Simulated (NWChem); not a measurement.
# C$_{4}$H$_{12}$Si; SMILES C[Si](C)(C)C

All runs: NWChem. Pople sets run with spherical d functions. Geometry: optimised at PBE0/def2-SVP. Total energies compare along this basis series because the functional is fixed.

```json
[
 {"level": "B3LYP/STO-3G", "basis functions": "41", "energy (Ha)": "-443.9868", "highest occupied level (eV)": "-6.58", "orbital gap (eV)": "14.85"},
 {"level": "B3LYP/3-21G", "basis functions": "73", "energy (Ha)": "-446.8197", "highest occupied level (eV)": "-7.94", "orbital gap (eV)": "10.64"},
 {"level": "B3LYP/6-31G*", "basis functions": "98", "energy (Ha)": "-449.1867", "highest occupied level (eV)": "-7.85", "orbital gap (eV)": "9.87"},
 {"level": "B3LYP/6-31+G*", "basis functions": "118", "energy (Ha)": "-449.1949", "highest occupied level (eV)": "-8.07", "orbital gap (eV)": "7.74"},
 {"level": "B3LYP/def2-SVP", "basis functions": "134", "energy (Ha)": "-449.0027", "highest occupied level (eV)": "-8.04", "orbital gap (eV)": "9.16"},
 {"level": "B3LYP/def2-SVPD", "basis functions": "200", "energy (Ha)": "-449.0151", "highest occupied level (eV)": "-8.14", "orbital gap (eV)": "8.35"},
 {"level": "B3LYP/def2-TZVP", "basis functions": "233", "energy (Ha)": "-449.2907", "highest occupied level (eV)": "-8.11", "orbital gap (eV)": "8.63"},
 {"level": "B3LYP/6-311++G**", "basis functions": "202", "energy (Ha)": "-449.2718", "highest occupied level (eV)": "-8.14", "orbital gap (eV)": "7.73"}
]
```
